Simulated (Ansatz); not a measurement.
Job for Ansatz (a program for electronic structure): U-r2SCAN/def2-TZVPP on C6H4 (SMILES [c]1cc[c]cc1), 2S+1 = 1, a spin state set in the input, which need not be the lowest, at the other state's geometry.

Ansatz 0.2 input:
```yaml
crystal:
  periodic: [false, false, false]
  atoms:
    - {symbol: C, position_ang: [-0.05218625, 1.31294762, -0.04253844]}
    - {symbol: C, position_ang: [1.19992370, 0.74936877, -0.03653916]}
    - {symbol: C, position_ang: [1.25565077, -0.65266204, 0.00888550]}
    - {symbol: C, position_ang: [0.05218625, -1.31294762, 0.04253844]}
    - {symbol: C, position_ang: [-1.19992370, -0.74936877, 0.03653916]}
    - {symbol: C, position_ang: [-1.25565077, 0.65266204, -0.00888550]}
    - {symbol: H, position_ang: [2.10456520, 1.34466816, -0.06508157]}
    - {symbol: H, position_ang: [2.20471377, -1.17495786, 0.01655227]}
    - {symbol: H, position_ang: [-2.10456520, -1.34466816, 0.06508157]}
    - {symbol: H, position_ang: [-2.20471377, 1.17495786, -0.01655227]}
basis:
  gaussian:
    orbitals: def2-TZVPP
hamiltonian:
  xc: {name: r2SCAN}
magnetization: {spin_polarized: true, initial_magnetization: 0}
```

Output:

```
WARN ansatz: RAYON_NUM_THREADS=6 ignored (pool sized by the plan → 6); use --threads N
Functional definition: r2SCAN
integrals: 0.16 GiB planned
1316 factors; their error is unknown
mean field: 1.64 GiB planned
mean field evaluation 1: about -6270.2215 eV, gradient 4.5e1 eV
mean field evaluation 2: about -6262.6890 eV, gradient 6.0e1 eV
mean field evaluation 4: about -6280.1835 eV, gradient 3.7e0 eV
mean field evaluation 8: about -6280.2495 eV, gradient 7.7e-3 eV
mean field evaluation 16: about -6280.2275 eV, gradient 2.2e-4 eV
mean field evaluation 32: about -6281.2266 eV, gradient 2.7e0 eV
mean field evaluation 64: about -6277.9057 eV, gradient 8.4e0 eV
mean field -6281.23752906 eV, -230.8312216173 hartree, gradient 1.7e-5 eV, S^2 0.984297; 6 other end points of the search recorded, 0 dependent functions left out
reference -6281.23754220 eV, -230.8312221002 hartree; 20, 20 occupied and 222, 222 virtual orbitals, 1316 factors
Total energy: -6281.23754220 eV, -230.8312221002 hartree
```

Self-consistency was reached. Its determinant has ⟨S²⟩ = 0.98, a mixture of spin states.

Cost: roughly 70 core-seconds.
